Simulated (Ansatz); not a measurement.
The inner images of a band of CH3BO2 (7 atoms, charge 0, multiplicity 1) are given out of order.

These are results of RKS LDA/def2-SVP in Ansatz, not measurements.

First end point:

```xyz
7
Properties=species:S:1:pos:R:3
O 0.050 -2.048 0.721
C -0.045 -1.159 -0.101
B 0.069 0.380 0.285
O -0.063 1.249 -0.727
H -0.223 -1.412 -1.204
H 0.263 0.738 1.438
H 0.010 2.185 -0.458
```

Last end point:

```xyz
7
Properties=species:S:1:pos:R:3
O -0.238 -0.806 -1.349
C -0.044 -0.926 -0.148
B 0.131 0.474 0.643
O 0.021 1.478 -0.220
H -0.003 -1.962 0.302
H 0.333 0.659 1.828
H -0.139 1.015 -1.102
```

Task: Put them in order from the first end to the last, with their energies above the first end.
A.
```xyz
7
Properties=species:S:1:pos:R:3
O -0.990 -1.005 -0.927
C -0.060 -0.965 -0.138
B 0.259 0.442 0.544
O 0.028 1.520 -0.210
H 0.540 -1.908 0.072
H 0.627 0.599 1.695
H -0.343 1.247 -1.083
```
B.
```xyz
7
Properties=species:S:1:pos:R:3
O -0.884 -1.569 0.481
C 0.047 -1.143 -0.183
B 0.273 0.370 0.181
O -0.354 1.266 -0.598
H 0.576 -1.811 -0.935
H 0.843 0.661 1.226
H -0.439 2.158 -0.218
```
C.
```xyz
7
Properties=species:S:1:pos:R:3
O -1.219 -1.321 -0.001
C -0.050 -1.001 -0.131
B 0.357 0.436 0.390
O -0.073 1.564 -0.191
H 0.699 -1.748 -0.565
H 0.998 0.567 1.422
H -0.651 1.436 -0.969
```
D.
```xyz
7
Properties=species:S:1:pos:R:3
O -0.924 -1.315 0.471
C 0.076 -1.075 -0.196
B 0.420 0.393 0.230
O -0.066 1.440 -0.476
H 0.494 -1.840 -0.921
H 1.033 0.556 1.282
H -0.974 1.773 -0.436
```
E.
```xyz
7
Properties=species:S:1:pos:R:3
O -0.481 -1.909 0.712
C -0.017 -1.158 -0.124
B 0.168 0.374 0.240
O -0.251 1.269 -0.667
H 0.223 -1.546 -1.173
H 0.613 0.707 1.330
H -0.194 2.195 -0.364
```

Result: E (+0.01 eV), B (+0.03 eV), D (+0.60 eV), C (+0.05 eV), A (-0.08 eV).

Time of the run: 92 s on 1 thread of Arm Neoverse V2, with other jobs on the host, peak memory 0.12 GiB.
